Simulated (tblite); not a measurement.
**Question.** Give a GFN2-xTB geometry of `FC(F)(F)C1OCOCO1`.

**Answer.** 
```xyz
15
C4H5F3O3 angstrom
F      2.6602   -0.1309   -1.2873
C      2.1020    0.2511   -0.1347
F      2.2447    1.5647   -0.0334
F      2.8163   -0.3120    0.8443
C      0.6346   -0.1966   -0.0648
O      0.1273    0.1960    1.1724
C     -1.2543   -0.0674    1.2378
O     -1.9459    0.5351    0.1871
C     -1.4219    0.1267   -1.0391
O     -0.0421    0.3919   -1.1316
H      0.6061   -1.3068   -0.1576
H     -1.4173   -1.1643    1.2230
H     -1.6134    0.3699    2.1690
H     -1.9067    0.7099   -1.8215
H     -1.5941   -0.9591   -1.1856
```

Any rigid rotation of these coordinates is as good. Atoms count from 1 in this order. The 6-membered ring C5–O6–C7–O8–C9–O10 has internal angles of 110.2° to 112.6° (sum 667°, against 720° for a flat polygon); it is puckered, 0.21 Å rms from its mean plane, widest ring torsion 56°. Of the pairs four or more bonds apart, H12···H15 is among the closest relative to their van der Waals radii: 2.42 Å, 101 % of the sum of Bondi's values. O6 (cyclic ether oxygen) is bent (angle 110.2°).

Bonds between heavy atoms (Å): F1–C2 1.336, C2–F3 1.325, C2–F4 1.336, C2–C5 1.536, C5–O6 1.394, O6–C7 1.408, C7–O8 1.395, O8–C9 1.395, C9–O10 1.408, C5–O10 1.394.

Computed geometry: GFN2-xTB, gas phase.

Point group: Cs (tolerance 0.08 Å). Its GFN2-xTB frequencies are all real (lowest 45 cm⁻¹). One conformer, not necessarily the lowest (C2–C5–O6–C7 174°, C5–O6–C7–O8 -55°, O6–C7–O8–C9 56°, C7–O8–C9–O10 -56°).

On an Arm Neoverse V2 with one thread, no GPU (shared host), this took 0.2 s wall. That covers the optimisation of the geometry.
